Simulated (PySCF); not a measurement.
An excited-state job on `[SiH3][N]([SiH3])[GeH2][SH]`.

Computed with TDDFT CAM-B3LYP/def2-SVPD, vertical, gas phase, core orbitals frozen in the response (PySCF 2.14.0, density-fitted response routines). Geometry: PBE0-D3(BJ)/def2-SVP. The input is one job of a driver script: a line of settings, then coordinates in Å.

Command:
```bash
OMP_NUM_THREADS=1 python probes_run.py task.json out
```

Input:
```
{"job": {"kind": "uv", "xc": "CAM-B3LYP", "basis": "def2-SVPD", "ip": true}, "charge": 0, "multiplicity": 1}
Si    -1.397648    -1.235755     1.039166
N     -0.428680    -0.052694     0.172554
Si    -0.982286     1.595240    -0.039992
Ge     1.323378    -0.513718    -0.198067
S      2.377454    -1.064559     1.686035
H     -1.380528    -1.028753     2.520290
H     -2.814821    -1.133869     0.575509
H     -0.859620    -2.594802     0.734581
H     -2.458012     1.582477    -0.269834
H     -0.704210     2.456738     1.154526
H     -0.288571     2.205290    -1.214006
H      1.974791     0.698224    -0.884244
H      1.370650    -1.791052    -1.049384
H      2.208888     0.152618     2.248257
```

Output:
```
coarse grid: 53928 points
cycle   1  E = -3113.8425924971  dE = -5.801e-01  |g| = 6.222e-01  |ddm| = 4.207e+00
cycle   2  E = -3113.8256768086  dE =  1.692e-02  |g| = 7.236e-01  |ddm| = 1.454e+00
cycle   3  E = -3113.9152493362  dE = -8.957e-02  |g| = 8.569e-02  |ddm| = 7.525e-01
cycle   4  E = -3113.9168838785  dE = -1.635e-03  |g| = 3.933e-02  |ddm| = 1.480e-01
cycle   5  E = -3113.9172088965  dE = -3.250e-04  |g| = 6.443e-03  |ddm| = 5.093e-02
cycle   6  E = -3113.9172199931  dE = -1.110e-05  |g| = 1.319e-03  |ddm| = 1.234e-02
cycle   7  E = -3113.9172205416  dE = -5.486e-07  |g| = 3.448e-04  |ddm| = 2.914e-03
final grid: 107976 points
cycle   8  E = -3113.9171741247  dE = -1.019e-07  |g| = 2.394e-04  |ddm| = 3.985e-03
cycle   9  E = -3113.9171741338  dE = -9.024e-09  |g| = 1.981e-04  |ddm| = 7.655e-04
cycle  10  E = -3113.9171741430  dE = -9.180e-09  |g| = 3.975e-05  |ddm| = 2.939e-04
cycle  11  E = -3113.9171741433  dE = -3.884e-10  |g| = 1.907e-05  |ddm| = 6.870e-05
converged SCF energy = -3113.9171741433

Static polarisability (au): isotropic 111.774, principal 100.714 110.055 124.554

Singlet excitations
state   eV       nm        f      main configurations
  1   5.8997    210.2   0.00127   H->L 0.29, H->L+1 0.22, H-1->L+1 0.09
  2   6.1230    202.5   0.04354   H->L+1 0.42, H->L 0.29, H-1->L+2 0.15
  3   6.2195    199.3   0.00991   H->L+2 0.56, H-1->L 0.20, H->L 0.08
  4   6.7008    185.0   0.01512   H-1->L 0.24, H-1->L+2 0.24, H->L 0.17
  5   6.7520    183.6   0.02564   H-1->L+1 0.57, H->L+2 0.13, H->L+1 0.09
  6   7.0047    177.0   0.06858   H-1->L+2 0.30, H-1->L 0.21, H->L+1 0.13
  7   7.2748    170.4   0.00369   H->L+3 0.22, H->L+4 0.17, H->L+6 0.16
  8   7.4058    167.4   0.02213   H->L+6 0.38, H->L+3 0.14, H-1->L+3 0.10
  9   7.4902    165.5   0.02009   H->L+4 0.34, H->L+3 0.17, H->L+5 0.10
 10   7.5842    163.5   0.02794   H-1->L+6 0.17, H->L+7 0.14, H->L+4 0.10

Triplet excitations (Tamm-Dancoff, eV): 5.5035 5.6526 5.8212 6.3215
Vertical ionisation energy (delta-SCF) = 9.2725 eV
```

The SCF starts on a coarse grid where the log names one; the energy can jump when the final grid takes over, and dE then counts from the start density on the new grid. H and L stand for HOMO and LUMO; the number after each pair is its weight.

Problem. Which computed singlet has the largest oscillator strength, and what do all of them sum to?

Solution. State 6 at 7.00 eV (177 nm), f = 0.069; the 10 states sum to 0.238.

Summary of the converged run: HOMO -8.70 eV, LUMO 0.58 eV; lowest singlet 5.90 eV; lowest triplet 5.50 eV (Tamm–Dancoff); mean polarisability 111.8 au.

 Relativistic effects, spin–orbit coupling among them, are left out although an element past zinc is present.

Time: 5.3 min (with the writing of density and orbital grids); peak memory 1.2 GiB. Hardware: Arm Neoverse N1, one thread, on a shared host.

One conformer stands for the species.
Labels such as C1 count atoms from 1, the log's own numbers from 0.
